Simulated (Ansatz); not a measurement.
`OC[SiH2][SiH3]` + `O=C(O)O` → `O=C(O)O[SiH2][SiH3]` + CH₃OH  (ligand exchange at the Si–C bond)

Computed with Ansatz on PBE0-D4/def2-TZVP structures; ΔE is electronic, products minus reactants. CCSD(T)/CBS is the MP2 limit (def2-TZVPP, def2-QZVPP) plus CCSD(T) − MP2 in def2-TZVPP, frozen cores. This one scheme is used for every species. DFT in def2-TZVPP. One conformer a species, not always the lowest.

| level | ΔE (kcal/mol) | difference from CCSD(T)/CBS |
| --- | --- | --- |
| PBE0-D4 | -21.1 | 2.9 |
| ωB97X-V | -23.4 | 0.6 |
| B2PLYP | -23.8 | 0.2 |
| PBE | -19.1 | 4.9 |
| HF/def2-TZVPP | -27.1 | -3.1 |
| MP2/def2-TZVPP | -24.2 | -0.2 |
| SCS-MP2/def2-TZVPP | -24.9 | -0.9 |
| CCSD/def2-TZVPP | -24.0 | 0.0 |
| MP2/def2-QZVPP | -24.6 | -0.6 |
| HF/CBS(def2) | -27.5 | -3.5 |
| CCSD(T)/CBS | -24.0 | 0 |

Largest T1 diagnostic among the species: 0.015.

The D4 term adds −1.0 kcal/mol with B3LYP and −0.5 kcal/mol with PBE0; it sums over pairs of atoms, weighted by their polarisabilities, and B3LYP, whose exchange is more repulsive, gets the larger term. In def2-TZVPP, CCSD(T) changes the Hartree–Fock value by +3.4 kcal/mol (the triples alone add +0.4 kcal/mol) and MP2 by +2.8 kcal/mol.

B3LYP here is the variant with VWN-RPA as its local correlation; programs differ in this.
